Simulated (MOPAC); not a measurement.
A run for MOPAC: PM6 on GaH4NO (SMILES [NH2][GaH][OH]), a point of a torsion scan.

```
PM6 1SCF PRECISE CHARGE=0 THREADS=1
GaH4NO

N      1.35651850 1    -0.33238187 1     0.04343802 1
Ga    -0.23051498 1     0.49047502 1     0.28311438 1
O     -0.55333569 1     0.88925461 1     1.92420440 1
H      1.97766402 1    -0.52824013 1     0.81796523 1
H      1.75859724 1    -0.65712439 1    -0.82345530 1
H     -1.19149345 1     0.80166595 1    -0.85949405 1
H     -1.25489375 1     1.30828435 1     2.41408566 1
```

The log:

```
*******************************************************************************
 **                                                                           **
 **                              MOPAC v23.2.5                                **
 **                                                                           **
 *******************************************************************************
 ** MOPAC's Digital Object Identifier: https://doi.org/10.5281/zenodo.6511958 **
 **                                                                           **
 ** Please cite the open-source release paper for use of this MOPAC version:  **
 ** J. E. Moussa and J. J. P. Stewart (2026)                                  **
 ** MOPAC: An open-source semiempirical molecular orbital program             **
 ** J. Open Source Softw., 11(119), 8025, https://doi.org/10.21105/joss.08025 **
 *******************************************************************************

                              PM6 CALCULATION RESULTS

 *******************************************************************************
 *  PM6        - The PM6 Hamiltonian to be used
 *
 *
 *
 *                 CHARGE ON SYSTEM = 0
 *
 *
 *
 *  PRECISE    - TIGHTER CRITERIA TO BE USED
 *  1SCF       - DO 1 SCF AND THEN STOP
 *  THREADS=1  - MULTI-THREADING NOT USED
 *  T=         - A TIME OF 172800.0 SECONDS REQUESTED
 *  DUMP=N     - RESTART FILE WRITTEN EVERY 7200.0 SECONDS REQUESTED
 *******************************************************************************
PM6 1SCF PRECISE CHARGE=0 THREADS=1
 GaH4NO

   ATOM   CHEMICAL          X               Y               Z
  NUMBER   SYMBOL      (ANGSTROMS)     (ANGSTROMS)     (ANGSTROMS)

     1       N          1.35651850  *  -0.33238187  *   0.04343802  *
     2      Ga         -0.23051498  *   0.49047502  *   0.28311438  *
     3       O         -0.55333569  *   0.88925461  *   1.92420440  *
     4       H          1.97766402  *  -0.52824013  *   0.81796523  *
     5       H          1.75859724  *  -0.65712439  *  -0.82345530  *
     6       H         -1.19149345  *   0.80166595  *  -0.85949405  *
     7       H         -1.25489375  *   1.30828435  *   2.41408566  *



          CARTESIAN COORDINATES

    NO.       ATOM           X           Y           Z

     1         N          1.3565     -0.3324      0.0434
     2        Ga         -0.2305      0.4905      0.2831
     3         O         -0.5533      0.8893      1.9242
     4         H          1.9777     -0.5282      0.8180
     5         H          1.7586     -0.6571     -0.8235
     6         H         -1.1915      0.8017     -0.8595
     7         H         -1.2549      1.3083      2.4141

 General Reference for PM6:
 "Optimization of Parameters for Semiempirical Methods V: Modification of NDDO Approximations
 and Application to 70 Elements", J. J. P. Stewart, J. Mol. Mod., 13, 1173-1213 (2007)
 URL: https://link.springer.com/article/10.1007/s00894-007-0233-4

           Empirical Formula: H4 N O Ga  =     7 atoms



      MOLECULAR POINT GROUP   :   Cs


      RHF CALCULATION, NO. OF DOUBLY OCCUPIED LEVELS = 9


 -------------------------------------------------------------------------------
 PM6 1SCF PRECISE CHARGE=0 THREADS=1
 GaH4NO



     1SCF WAS SPECIFIED, SO BFGS WAS NOT USED
     SCF FIELD WAS ACHIEVED


                              PM6 CALCULATION
                                                       MOPAC v23.2.5 Linux




          FINAL HEAT OF FORMATION =        -32.99404 KCAL/MOL =    -138.04705 KJ/MOL


          COSMO AREA              =         93.12 SQUARE ANGSTROMS
          COSMO VOLUME            =         73.98 CUBIC ANGSTROMS

          IONIZATION POTENTIAL    =          9.787195 EV
          HOMO LUMO ENERGIES (EV) =         -9.787  0.829
          NO. OF FILLED LEVELS    =          9
          MOLECULAR WEIGHT        =        103.7727         POINT GROUP:  Cs

          MOLECULAR DIMENSIONS (Angstroms)

            Atom       Atom       Distance
            H     7    H     5     4.84000
            H     6    H     4     3.56241
            O     3    N     1     0.00074


          SCF CALCULATIONS        =          1





   ATOM   CHEMICAL          X               Y               Z
  NUMBER   SYMBOL      (ANGSTROMS)     (ANGSTROMS)     (ANGSTROMS)

     1       N          1.35651850  *  -0.33238187  *   0.04343802  *
     2      Ga         -0.23051498  *   0.49047502  *   0.28311438  *
     3       O         -0.55333569  *   0.88925461  *   1.92420440  *
     4       H          1.97766402  *  -0.52824013  *   0.81796523  *
     5       H          1.75859724  *  -0.65712439  *  -0.82345530  *
     6       H         -1.19149345  *   0.80166595  *  -0.85949405  *
     7       H         -1.25489375  *   1.30828435  *   2.41408566  *

                             CARTESIAN COORDINATES

   1    N        1.356518500    -0.332381870     0.043438020
   2   Ga       -0.230514980     0.490475020     0.283114380
   3    O       -0.553335690     0.889254610     1.924204400
   4    H        1.977664020    -0.528240130     0.817965230
   5    H        1.758597240    -0.657124390    -0.823455300
   6    H       -1.191493450     0.801665950    -0.859494050
   7    H       -1.254893750     1.308284350     2.414085660


           Empirical Formula: H4 N O Ga  =     7 atoms



      MOLECULAR POINT GROUP   :   Cs


                  EIGENVALUES
 -30.00036 -28.09204 -19.90497 -17.05859 -15.74318 -14.15451 -12.51192 -11.41754
  -9.78720   0.82878   0.84485   2.89095   4.27923   5.94369   6.29142   7.10555


              NET ATOMIC CHARGES AND DIPOLE CONTRIBUTIONS

  ATOM NO.   TYPE          CHARGE      No. of ELECS.   s-Pop       p-Pop
    1          N          -0.583667        5.5837     1.46691     4.11676
    2         Ga           0.270557        2.7294     1.15637     1.57308
    3          O          -0.684350        6.6844     1.66365     5.02070
    4          H           0.240478        0.7595     0.75952
    5          H           0.254208        0.7458     0.74579
    6          H           0.141213        0.8588     0.85879
    7          H           0.361561        0.6384     0.63844
 DIPOLE           X         Y         Z       TOTAL
 POINT-CHG.    -0.840     0.049    -2.530     2.666
 HYBRID         0.620    -0.158     1.025     1.209
 SUM           -0.219    -0.109    -1.505     1.525


          ATOMIC ORBITAL ELECTRON POPULATIONS

     Atom    s        px        py        pz
    1  N   1.46691   1.28839   1.64454   1.18383
    2 Ga   1.15637   0.59635   0.40090   0.57583
    3  O   1.66365   1.67125   1.79043   1.55901
    4  H   0.75952
    5  H   0.74579
    6  H   0.85879
    7  H   0.63844

 **********************
 *                    *
 * JOB ENDED NORMALLY *
 *                    *
 **********************




 == MOPAC DONE ==
```

The run finished.

Cost: very roughly 0.03 core-seconds.
